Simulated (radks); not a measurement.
Task: Radial electron density D(r) = 4 pi r^2 rho(r) of an atom or ion with 31 electrons. Calculated with a radial shooting solver on a logarithmic mesh with Libxc functionals: Dirac Kohn-Sham, PBE, spin-unpolarised, spherical densities, point nucleus.

```
   r/bohr * D(r) (the largest magnitude, 55.4, reaches the edge; | marks zero)
 0.002958 |   *
 0.003362 |    *
 0.003821 |     *
 0.004343 |      *
 0.004936 |        *
  0.00561 |         *
 0.006377 |            *
 0.007247 |              *
 0.008303 |                 *
 0.009437 |                    *
  0.01073 |                        *
  0.01219 |                            *
  0.01385 |                                *
  0.01575 |                                   *
   0.0179 |                                       *
  0.02034 |                                          *
  0.02312 |                                            *
  0.02649 |                                             *
   0.0301 |                                             *
  0.03421 |                                            *
  0.03889 |                                          *
   0.0442 |                                        *
  0.05023 |                                      *
  0.05709 |                                     *
  0.06489 |                                      *
  0.07375 |                                        *
  0.08449 |                                            *
  0.09603 |                                                *
   0.1091 |                                                    *
    0.124 |                                                      *
    0.141 |                                                     *
   0.1602 |                                                 *
   0.1821 |                                          *
    0.207 |                                    *
   0.2352 |                                *
   0.2695 |                              *
   0.3063 |                                *
   0.3482 |                                   *
   0.3957 |                                      *
   0.4497 |                                     *
   0.5111 |                                 *
   0.5809 |                           *
   0.6603 |                   *
   0.7504 |             *
   0.8597 |        *
   0.9771 |     *
    1.111 |    *
    1.262 |   *
    1.435 |  *
     1.63 | *
    1.853 |*
    2.106 |*
    2.394 *
    2.743 *
    3.117 *
    3.543 *
    4.026 *
```

What is the nuclear charge?

Result: Z = 37. The innermost maximum, from 1s, lies near gamma/Z bohr with gamma = sqrt(1 - (Z/c)^2) = 0.963, here 0.026 bohr (found: 0.0282), and its height grows with Z. The density is that of the rubidium ion Rb6+ in [Ar] 3d10 4s2 4p1; the configuration itself is not fixed sharply by these data, and Z only to a few units. D(r) has 3 maxima, at r = 0.0282, 0.126, 0.412 bohr, and minima at 0.0585, 0.263 bohr, inside which lie 2.08, 11.04 electrons.
